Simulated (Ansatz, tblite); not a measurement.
Removing and adding an electron: (F)2Al-S-SiH3 (AlSiH3SF2). Charge 0, multiplicity 1. Geometry: r2SCAN-D4/def2-SVP. Ansatz, gas phase; energy differences of separate SCF runs; the oxidised species was run as a doublet alone; the reduced species was run as a doublet alone.

Cartesian coordinates in Å:
```
Al 0.002 -1.563 -0.931
F 0.610 -0.416 -1.961
F -0.143 -3.123 -1.450
S -0.572 -0.943 1.048
Si -0.053 1.156 0.835
H 1.401 1.322 0.565
H -0.400 1.772 2.145
H -0.846 1.795 -0.252
```

The xTB rows come from tblite.

**Question.** Estimate orbital energies and vertical ionisation energies and electron affinities at: GFN1-xTB; GFN2-xTB; PBE-D4/def2-TZVP; PBE-D4/def2-TZVPD; r2SCAN-D4/def2-TZVP; r2SCAN-D4/def2-TZVPD; PBE0-D4/def2-TZVP; PBE0-D4/def2-TZVPD.

**Answer.** 
```csv
level,−HOMO (eV),vertical IE (eV),−LUMO (eV),vertical EA (eV),HOMO–LUMO gap (eV),IE − EA (eV),remarks
GFN1-xTB,12.45,15.42,8.42,5.37,4.03,10.04,–
GFN2-xTB,11.09,14.31,7.70,4.63,3.39,9.68,–
PBE-D4/def2-TZVP,6.98,10.11,2.10,–,4.87,–,–
PBE-D4/def2-TZVPD,7.01,–,2.25,0.33,4.76,–,HOMO above zero (-1 doublet)
r2SCAN-D4/def2-TZVP,7.27,10.23,1.66,–,5.61,–,–
r2SCAN-D4/def2-TZVPD,7.29,–,1.78,0.14,5.51,–,HOMO above zero (-1 doublet)
PBE0-D4/def2-TZVP,8.18,10.30,1.25,–,6.93,–,–
PBE0-D4/def2-TZVPD,8.20,–,1.44,0.17,6.76,–,HOMO above zero (-1 doublet)
```

   A HOMO above zero means that the electron is unbound at that level or that self-interaction error raises the level; the energy of removing that electron tells which. Raw xTB energy differences between charge states are shifted by several eV; the methods need an empirical correction for them.
